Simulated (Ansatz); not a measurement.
A run for Ansatz (a first-principles code): R-CCSD(T)/def2-SVP on FOV (SMILES [O]=[V][F]), 2S+1 = 1, a spin state set in the input, which need not be the lowest.

Ansatz 0.2 input:
```yaml
crystal:
  periodic: [false, false, false]
  atoms:
    - {symbol: V, position_ang: [0.20087202, -0.14198873, 0.24221301]}
    - {symbol: O, position_ang: [1.24790289, -0.23133183, -0.94814542]}
    - {symbol: F, position_ang: [-1.48194363, 0.42069216, 0.63561279]}
basis:
  gaussian:
    orbitals: def2-SVP
magnetization: {spin_polarized: false}
correlation: {method: ccsd_t, electrons: valence}
```

Program output:

```
WARN ansatz: RAYON_NUM_THREADS=1 ignored (pool sized by the plan → 1); use --threads N
Functional definition: HF
integrals: 0.03 GiB planned
607 factors; integrals over basis functions are off by at most 9.6e-4 eV
mean field: 0.15 GiB planned
mean field evaluation 1: about -30367.1114 eV, gradient 8.5e1 eV
mean field evaluation 2: about -30367.1782 eV, gradient 8.5e1 eV
mean field evaluation 4: about -30386.3793 eV, gradient 2.9e1 eV
mean field evaluation 8: about -30389.0959 eV, gradient 3.4e0 eV
mean field evaluation 16: about -30392.2009 eV, gradient 1.4e0 eV
mean field evaluation 32: about -30392.2843 eV, gradient 3.5e-1 eV
mean field evaluation 64: about -30388.4109 eV, gradient 1.5e0 eV
mean field evaluation 96: about -30388.5025 eV, gradient 5.2e-5 eV
mean field evaluation 128: about -30392.2841 eV, gradient 1.3e-6 eV
mean field evaluation 160: about -30384.3568 eV, gradient 6.3e1 eV
mean field evaluation 192: about -30383.2715 eV, gradient 1.7e1 eV
mean field evaluation 224: about -30391.1024 eV, gradient 5.2e0 eV
mean field evaluation 256: about -30365.2758 eV, gradient 6.4e1 eV
mean field evaluation 288: about -30392.2563 eV, gradient 8.1e-1 eV
mean field evaluation 320: about -30392.2841 eV, gradient 6.9e-3 eV
mean field evaluation 352: about -30387.1817 eV, gradient 1.6e0 eV
mean field evaluation 384: about -30380.4593 eV, gradient 1.3e0 eV
mean field evaluation 416: about -30380.4037 eV, gradient 2.1e-1 eV
mean field evaluation 448: about -30380.5412 eV, gradient 2.9e-1 eV
mean field evaluation 480: about -30381.4711 eV, gradient 1.9e1 eV
mean field evaluation 512: about -30377.4893 eV, gradient 1.2e-1 eV
mean field evaluation 544: about -30377.6059 eV, gradient 9.2e0 eV
mean field evaluation 576: about -30376.5513 eV, gradient 9.7e0 eV
mean field evaluation 608: about -30377.8301 eV, gradient 7.7e-2 eV
mean field evaluation 640: about -30377.5292 eV, gradient 1.5e1 eV
mean field evaluation 672: about -30392.3004 eV, gradient 1.2e-2 eV
mean field -30392.30038870 eV, -1116.8964386436 hartree, gradient 1.9e-6 eV, S^2 0.000000; 8 other end points of the search recorded, 0 dependent functions left out; unrestricted orbitals would lower it
determinant -30392.30038870 eV, -1116.8964386436 hartree, with singles and doubles -30410.58690295 eV, -1117.5684556472 hartree
determinant -30392.28412635 eV, -1116.8958410132 hartree, with singles and doubles -30410.58401884 eV, -1117.5683496581 hartree
determinant -30388.50248082 eV, -1116.7568681032 hartree, with singles and doubles -30408.29130973 eV, -1117.4840941525 hartree
determinant -30392.30038870 eV, -1116.8964386436 hartree, with singles and doubles -30410.59698345 eV, -1117.5688260988 hartree
determinant -30392.28412635 eV, -1116.8958410132 hartree, with singles and doubles -30410.59844947 eV, -1117.5688799742 hartree
7 core orbitals not correlated
reference -30392.28412635 eV, -1116.8958410132 hartree; 13, 13 occupied and 39, 39 virtual orbitals, 607 factors
second order -18.55655321 eV of doubles, -0.00000000 eV of singles
coupled cluster: 0.10 GiB planned
cycle   1  -18.31432333 eV  change   -2.0e-7 eV  update   7.2e-6
coupled cluster: 0.10 GiB planned
perturbative correction -0.99317920 eV, -0.0364986624 hartree
Total energy: -30411.59162888 eV, -1117.6053786440 hartree
```

The calculation finished and met its thresholds.

Cost: about 7 core-seconds (a rough figure).
